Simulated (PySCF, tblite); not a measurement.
Parent: `[cH:1]1[cH:2][cH:3][c:4]([CH:5]2[CH2:6][CH2:7]2)[p:8][cH:9]1` with C3–C4–C5–C6 -145°, C8H9P.

The geometries are computed with GFN2-xTB (gas phase). One conformer each, not checked by frequencies here.

```csv
coordinate of the parent,value
C1–C2,1.385 Å
C2–C3,1.385 Å
C3–C4,1.385 Å
C4–C5,1.478 Å
C5–C6,1.506 Å
C6–C7,1.489 Å
C4–P8,1.753 Å
P8–C9,1.730 Å
C1–C9,1.378 Å
C5–C7,1.507 Å
C2–C1–C9,122.8°
C1–C2–C3,122.7°
C2–C3–C4,124.8°
C3–C4–C5,118.7°
C3–C4–P8,123.2°
C5–C4–P8,118.1°
C4–C5–C6,120.0°
C4–C5–C7,120.0°
C6–C5–C7,59.2°
C5–C6–C7,60.4°
C5–C7–C6,60.4°
C4–P8–C9,100.6°
C1–C9–P8,125.9°
```

**Question.** How does the shared frame change in `[Cl:1][c:2]1[cH:3][cH:4][c:5]([CH:6]2[CH2:7][CH2:8]2)[p:9][cH:10]1` with C4–C5–C6–C7 144°, C8H8ClP? Atoms pair as C1 = C2, C2 = C3, C3 = C4, C4 = C5, C5 = C6, C6 = C7, C7 = C8, P8 = P9, C9 = C10 (parent first).

**Answer.** 
| parent | relative | value in the relative | change |
| --- | --- | --- | --- |
| C1–C2 | C2–C3 | 1.385 Å | 0.000 |
| C2–C3 | C3–C4 | 1.384 Å | -0.001 |
| C3–C4 | C4–C5 | 1.386 Å | +0.001 |
| C4–C5 | C5–C6 | 1.477 Å | -0.001 |
| C5–C6 | C6–C7 | 1.507 Å | +0.001 |
| C6–C7 | C7–C8 | 1.489 Å | 0.000 |
| C4–P8 | C5–P9 | 1.752 Å | -0.001 |
| P8–C9 | P9–C10 | 1.730 Å | 0.000 |
| C1–C9 | C2–C10 | 1.377 Å | -0.001 |
| C5–C7 | C6–C8 | 1.507 Å | 0.000 |
| C2–C1–C9 | C3–C2–C10 | 123.9° | +1.1 |
| C1–C2–C3 | C2–C3–C4 | 122.0° | -0.7 |
| C2–C3–C4 | C3–C4–C5 | 125.0° | +0.2 |
| C3–C4–C5 | C4–C5–C6 | 118.9° | +0.2 |
| C3–C4–P8 | C4–C5–P9 | 123.1° | -0.1 |
| C5–C4–P8 | C6–C5–P9 | 118.0° | -0.1 |
| C4–C5–C6 | C5–C6–C7 | 119.7° | -0.3 |
| C4–C5–C7 | C5–C6–C8 | 120.1° | +0.1 |
| C6–C5–C7 | C7–C6–C8 | 59.2° | 0.0 |
| C5–C6–C7 | C6–C7–C8 | 60.4° | 0.0 |
| C5–C7–C6 | C6–C8–C7 | 60.4° | 0.0 |
| C4–P8–C9 | C5–P9–C10 | 100.9° | +0.3 |
| C1–C9–P8 | C2–C10–P9 | 125.1° | -0.8 |

No shared bond changes by more than 0.004 Å. Bonds of the relative outside the shared frame: Cl1–C2 1.740 Å. Point group Cs → Cs.
